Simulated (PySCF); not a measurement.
# Fractional electron number in Cr⁺ (chromium, charge +1)

The 3d alpha orbital of [Ar] 3d5 is emptied in steps (occupation f), with all orbitals relaxed, ending at [Ar] 3d4. Computed with PySCF 2.14 in jorge-DZP-DKH (8s6p2d1f, 43 functions), with scalar relativity by spin-free X2C-1e. The exact energy is a straight line in f; departures are measured from the line between the end points of the same method.

```json
{"f": "1", "B3LYP (eV)": "0.000"}
{"f": "0.75", "B3LYP (eV)": "-0.905"}
{"f": "0.5", "B3LYP (eV)": "-1.220"}
{"f": "0.25", "B3LYP (eV)": "-0.925"}
{"f": "0", "B3LYP (eV)": "0.000"}
```

```json
{"method": "B3LYP", "E(f=0) − E(f=1) (eV)": "16.859", "−ε at f=1 (eV)": "12.087", "−ε at f=0.5 (eV)": "16.804"}
```

Orbital energy along the path (eV):

| f | B3LYP |
| --- | --- |
| 1 | -12.087 |
| 0.75 | -14.407 |
| 0.5 | -16.804 |
| 0.25 | -19.283 |
| 0 | -21.854 |

Reference removal energy between the ground levels: 16.486 eV (measured; NIST Atomic Spectra Database, ionization energies). The calculation has no spin-orbit coupling. The determinant left behind need not be the lowest term of the ion.
